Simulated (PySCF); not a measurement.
Ionisation energy of Ar⁺ by level of theory

Ar⁺ [Ne] 3s2 3p5 (2P) → Ar²⁺ [Ne] 3s2 3p4 (3P), as a difference of total energies. All numbers are calculated (PySCF 2.14, the non-relativistic Hamiltonian (point nucleus), in dyall-acv3z). Correlated levels: valence: [Ne] frozen; virtual orbitals above 40 to 60 times the deepest correlated orbital energy dropped. The calculations carry no spin-orbit coupling.

```
           method  ionisation energy (eV)  plus first-order spin-orbit estimate  error of that sum (eV)
              UHF                  26.369                                26.362                  -1.268
    MP2 (valence)                  27.388                                27.382                  -0.248
SCS-MP2 (valence)                  27.390                                27.384                  -0.246
   CCSD (valence)                  27.351                                27.345                  -0.285
CCSD(T) (valence)                  27.391                                27.384                  -0.246
```

Reference: 27.630 eV (measured; NIST Atomic Spectra Database, ionization energies).

A first-order spin-orbit estimate (lowest level to lowest level, LS coupling) adds -0.006 eV.

Errors of the correlated levels include the incompleteness of this basis and the frozen core.
